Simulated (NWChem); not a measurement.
**Lowest excitation of CH3Li**

SMILES: [Li][CH3]
```xyz
5

Li     0.9287    -1.2907     0.0000
C     -0.2231     0.3101     0.0000
H     -0.8949     0.3739     0.8799
H     -0.8949     0.3739    -0.8799
H      0.3422     1.2640     0.0000
```
Charge 0, spin multiplicity 1.

The numbers come from NWChem runs, not from measurements. All single points use one geometry, from PBE0/def2-SVP, a minimum by its harmonic frequencies.

Basis set: aug-cc-pVDZ.

```tsv
method	lowest vertical singlet excitation energy (eV)	relative cost	difference from EOM-CCSD
CIS	3.70	1	+0.49
TD-PBE	2.56	under 3	-0.65
EOM-CCSD	3.21	under 3	0.00
TD-B3LYP	2.78	under 3	-0.43
TDA-CAM-B3LYP	3.15	3	-0.06
```

The values span 1.14 eV, from TD-PBE (lowest) to CIS (highest). The cost column gives rough processor time relative to CIS; each entry includes its own SCF.

The correlated methods keep 1 core orbital frozen. B3LYP has NWChem's definition, with VWN1-RPA local correlation. GW and range-separated runs recompute their integrals, the others keep them in memory, which bears on the times. The structure started from a generated list of species. No row is a measurement; the coupled-cluster row has its own basis-set and correlation limits.
